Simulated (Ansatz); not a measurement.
`C[O][W](=[S])(=[S])[N](C)C`. Charge 0, multiplicity 1. Correlated methods include outer-core shells of W, which these sets cover unevenly. W takes the def2 core potential.

```xyz
17

C     2.054    0.998   -2.313
O     1.045    0.675   -1.389
W     0.922   -0.494    0.058
S     2.410    0.029    1.499
S     1.218   -2.493   -0.633
N    -0.836   -0.295    0.805
C    -1.980   -1.102    0.421
C    -1.161    0.653    1.855
H     2.340    0.112   -2.888
H     2.935    1.387   -1.793
H     1.669    1.761   -2.993
H    -2.353   -1.666    1.285
H    -1.714   -1.806   -0.365
H    -2.789   -0.458    0.058
H    -1.514    0.124    2.748
H    -0.290    1.247    2.127
H    -1.956    1.328    1.518
```

Q: Give the diagnostics of a CCSD(T)/def2-TZVPP run (frozen core, Ansatz 0.2.0). (Best estimate.)

A: The calculation gave: T1 = 0.0203, largest single amplitude 0.056, largest double 0.047, (T) share of the correlation energy 5.4 %, 14 CCSD cycles. The RHF solution is stable towards an unrestricted one. T1 lies over the customary mark of 0.02 for closed shells; compounds of d metals often pass it without a breakdown.
